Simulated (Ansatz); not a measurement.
Geometry optimisation, RKS BLYP-D4/def2-SVP (Ansatz 0.2.0).

input.yaml

```yaml
crystal:
  periodic: [false, false, false]
  atoms:
    - { symbol: Zn, position_ang: [-0.1293, -0.313, 1.1505] }
    - { symbol: F, position_ang: [1.4929, 0.7942, 0.335] }
    - { symbol: O, position_ang: [-0.061, -0.3009, 2.8698] }
    - { symbol: H, position_ang: [-0.1661, 0.1766, -1.596] }
    - { symbol: "N", position_ang: [-1.0132, -0.5881, -0.9021] }
    - { symbol: H, position_ang: [1.3138, 0.9599, -0.8372] }
    - { symbol: F, position_ang: [0.7574, 0.8911, -1.896] }
    - { symbol: H, position_ang: [0.7287, 0.1563, 3.1603] }
    - { symbol: H, position_ang: [-0.9672, -1.53, -1.2638] }
    - { symbol: H, position_ang: [-1.9559, -0.246, -1.0204] }
basis:
  gaussian: { orbitals: def2-SVP }
hamiltonian:
  xc: blyp
  dispersion: d4
relax:
  f_tol: 0.15
  max_steps: 25
  restrain:
    - { distance: [0, 4], at: 1.93, k: 30.0 }
    - { distance: [3, 6], at: 0.88, k: 30.0 }
    - { distance: [5, 1], at: 0.88, k: 30.0 }
    - { distance: [0, 1], at: 3.09, k: 30.0 }
    - { distance: [3, 4], at: 2.32, k: 30.0 }
    - { distance: [5, 6], at: 2.18, k: 30.0 }
output:
  orbitals: {}
```

Command:

```bash
$ ansatz run input.yaml --threads 2 --pin off --max-ram 3072MiB --backend cpu --events-out ev --progress --plain --runs-dir out
```

Task: Where does it end, and by what steps?

Result: It converged. The restraints hold the end off the free minimum. After 14 steps the energy has risen by 0.703 eV (the restraints' own energy left out); H6 moved furthest, 0.80 Å. Joined: F2–H6 (1.20 → 0.92 Å), H4–F7 (1.21 → 0.93 Å).

```csv
step,energy less start (eV),largest force component (eV/Å),accepted
0,0.0000,4.126,yes
1,0.1339,2.781,yes
2,1.1728,7.369,yes
3,0.9598,2.295,yes
4,0.8881,1.449,yes
5,0.7741,1.235,yes
6,0.7373,0.971,no
7,0.7356,1.476,yes
8,0.7220,1.518,yes
9,0.7179,1.459,yes
10,0.7040,1.427,yes
11,0.6996,1.463,yes
12,0.7000,1.496,yes
13,0.7036,1.538,yes
14,0.7032,1.509,yes
```

```xyz
10
Properties=species:S:1:pos:R:3
Zn -0.649 -0.574 1.059
F 1.983 0.972 0.626
O 0.033 -0.218 2.674
H 0.111 0.475 -1.935
N -1.318 -0.843 -0.705
H 1.798 1.193 -0.248
F 0.787 1.065 -2.161
H 0.847 0.301 2.497
H -1.295 -1.831 -0.996
H -2.297 -0.540 -0.812
```

Run time: 14 s on 2 threads of AMD EPYC 9R45 96-Core Processor (Zen 5) (shared host), peak memory 0.18 GiB.
